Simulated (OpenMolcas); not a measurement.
# Hg: CASPT2 settings compared

```
Program             : OpenMolcas 26.06
Basis               : ANO-RCC-VDZ [7s6p4d1f]
Scalar Hamiltonian  : DKH2, point nucleus
Active space        : 2 electrons in 4 orbitals (6s 6p)
State averaging     : 2S+1 = 1 even, 1 root; 2S+1 = 1 odd, 3 roots; 2S+1 = 3 odd, 3 roots kept (CI in the orbitals of an earlier block)
Spin-orbit coupling : state interaction with AMFI integrals over the reference wave functions, term energies averaged over their components
```

Methods on the same reference wave functions:
A. CASSCF
B. SS-CASPT2, IPEA 0.2 Eh, no level shift (closed shells correlated: none)
C. SS-CASPT2, IPEA 0.1 Eh, imaginary shift 0.4 Eh (closed shells correlated: 4f 5s 5p 5d)
D. XMS-CASPT2, IPEA 0.4 Eh, imaginary shift 0.25 Eh (closed shells correlated: 4f 5s 5p 5d)

Energies in cm⁻¹ above 6s² ¹S₀, the measured ground level; measured values from NIST Handbook of Basic Atomic Spectroscopic Data.

```json
{"Level": "6s² ¹S₀", "A": "0.0", "B": "0.0", "C": "0.0", "D": "0.0", "Measured": "0.0"}
{"Level": "6s 6p ³P°₀", "A": "35886", "B": "34160", "C": "36250", "D": "36170", "Measured": "37645"}
{"Level": "6s 6p ³P°₁", "A": "36637", "B": "34910", "C": "37000", "D": "36920", "Measured": "39412"}
{"Level": "6s 6p ³P°₂", "A": "38353", "B": "36620", "C": "38720", "D": "38640", "Measured": ""}
{"Level": "6s 6p ¹P°₁", "A": "55725", "B": "54760", "C": "55860", "D": "55830", "Measured": "54069"}
```

Deviations, from unrounded energies. A percentage is the sum of absolute deviations over the sum of measured energies, with the sign that they share, or ± where signs differ.

| Against measurement | Levels | A | B | C | D |
| --- | --- | --- | --- | --- | --- |
| mean absolute deviation (cm-1) | 3 | 2100 | 2900 | 1900 | 1900 |
| other configurations (%) | 3 | ±4.7 | ±6.6 | ±4.3 | ±4.4 |

C, D lie about equally close to measurement and B furthest from it. The largest miss of C in the table is 6s 6p ³P°₁, by -2400 cm-1. The ranking rests on the paired levels alone, and a cruder setting can come out closer through cancelling errors.

Among B to D the level of the table that moves most is 6s 6p ³P°₀, by 2100 cm-1 (lowest in B, highest in C). Moves below CASPT2's spread within the term are not significant.

The lowest spin-free term lies below A's lowest term by 0.001 hartree in B, 0.150 hartree in C, 0.149 hartree in D.

Term energies are means over components that CASPT2 splits; among the terms shown or strongly mixed into the levels shown the widest spread is 42 cm-1 (6s 6p ¹P°, D). Terms from blocks run as CI alone lack orbitals of their own. Spin-orbit splittings of 6p shells tend to come out small when the coupling is added on scalar orbitals. Measured partners are found by configuration, term and J. A level has none where our copy of the source lacks it or the pairing is in doubt (some pairs that miss far off the trend of their configuration count as doubtful), and it then counts in no deviation. Only configurations of the active space appear.

° marks odd parity.
